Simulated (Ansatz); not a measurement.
The cluster Hg3⁻. Total charge -1; doublet. Geometry r2SCAN/def2-TZVP, that of the neutral singlet.

Cartesian coordinates in Å:
```
Hg 0.5071 -1.8674 -0.0671
Hg -1.8059 0.5297 -0.4552
Hg 1.2987 1.3377 0.5223
```

In the def2 sets Hg takes a core potential; there is no spin–orbit coupling. At PBE/def2-TZVPD, r2SCAN/def2-TZVPD, PBE0/def2-TZVPD the highest occupied level of the charge -1 doublet lies above zero (up to 1.46 eV). By energy differences its removal costs 0.21 eV (vertical, to the charge 0 singlet, at PBE/def2-TZVPD); a positive level beside a positive removal energy at the same level points to self-interaction error. The structure comes from a short search, and lower isomers may exist.

Task: Estimate the α-spin orbital energies around the gap (eV) in Ansatz with PBE/def2-TZVPD, r2SCAN/def2-TZVPD, PBE0/def2-TZVPD.

Result: 
```
orbital  PBE/def2-TZVPD  r2SCAN/def2-TZVPD  PBE0/def2-TZVPD
 HOMO−5           -5.77              -6.18            -7.60
 HOMO−4           -5.68              -6.09            -7.51
 HOMO−3           -4.07              -4.33            -5.10
 HOMO−2           -2.34              -2.55            -3.04
 HOMO−1           -2.34              -2.55            -3.04
   HOMO            1.46               1.32             1.03
   LUMO            1.74               1.94             2.26
 LUMO+1            2.07               2.26             2.60
 LUMO+2            2.07               2.26             2.60
 LUMO+3            2.76               2.85             3.17
 LUMO+4            2.76               2.85             3.17
 LUMO+5            3.06               3.48             3.45
 β HOMO           -2.23              -2.43            -2.90
 β LUMO            1.85               2.09             2.37
```
